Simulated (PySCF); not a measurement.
Some computed properties have been withheld. Give your best values.

Compound: H₈NOPSi₂.
InChI=1S/H8NOPSi2/c1-5(2,3)4/h2H,1,3H2,4H3/t5-/m0/s1

Conformer (atom-mapped SMILES and torsion angles): `[NH2:1][Si@@:2]([OH:3])([SiH3:4])[PH2:5]`: H–N1–Si2–O3 -60°, H–N1–Si2–O3 162°, H–O3–Si2–N1 -55°, H–P5–Si2–N1 -172°, H–P5–Si2–N1 -80°.

```tsv
property	level	value
point group of the GFN2-xTB geometry	GFN2-xTB	C1
rotational constants A, B, C of the GFN2-xTB geometry	GFN2-xTB	2.743, 1.555, 1.347 GHz
dipole moment	PBE0/def2-SVPD	?
HOMO energy	PBE0/def2-SVPD	-7.04 eV
LUMO energy	PBE0/def2-SVPD	-0.19 eV
lowest singlet excitation	TDDFT PBE0/def2-SVPD	?
strongest line among the 6 lowest singlet transitions	TDDFT PBE0/def2-SVPD	?
lowest triplet excitation (Tamm–Dancoff)	TDA PBE0/def2-SVPD	4.95 eV
static isotropic polarisability	PBE0/def2-SVPD	?
electronic spatial extent ⟨r²⟩ about the centre of nuclear charge	PBE0/def2-SVPD	1011 bohr²
1H chemical shifts (computed TMS as zero) by class	GIAO PBE0/pcSseg-1	?
isotropic shieldings of nuclei other than C and H, by class	GIAO PBE0/pcSseg-1	?
```

Gas-phase values; electronic properties from PySCF, density fitting. One conformer (not necessarily the lowest) at the GFN2-xTB geometry, without solvent or vibrations. NMR classes are plain means over equivalent atoms (diastereotopic ones count apart unless rotation or inversion swaps them), as if these changed places fast; in this geometry the members of some classes differ.

(1) The 1H chemical shifts (computed TMS as zero) by class?

(2) What are the isotropic shieldings of nuclei other than C and H, by class?

(3) What is the lowest singlet excitation?

(4) What is the static isotropic polarisability?

(5) Give the dipole moment.

(6) The strongest line among the 6 lowest singlet transitions?

Answers

(1) 3.33 (3 H), 1.84 (1 H), 0.94 (2 H), 0.76 (2 H) ppm.

(2) 223 (1 N), 277 (1 O), 340 (1 Si), 467 (1 Si), 594 (1 P) ppm.

(3) 5.81 eV (213 nm, f = 0.061).

(4) 98.1 au.

(5) 1.43 D.

(6) S6 at 6.64 eV (187 nm, f = 0.196).

No computed singlet falls in the visible range (750 to 380 nm, 1.65 to 3.26 eV); S1 lies 2.55 eV above its blue end. The rotational constants make it an asymmetric top with κ = (2B − A − C)/(A − C) = -0.70, nearer the prolate limit (−1). In atomic units the dipole is 0.56 e·bohr (1 au = 2.5417 D). The principal polarisabilities are 83.1, 93.4 and 117.9 au; their mean is the isotropic value.
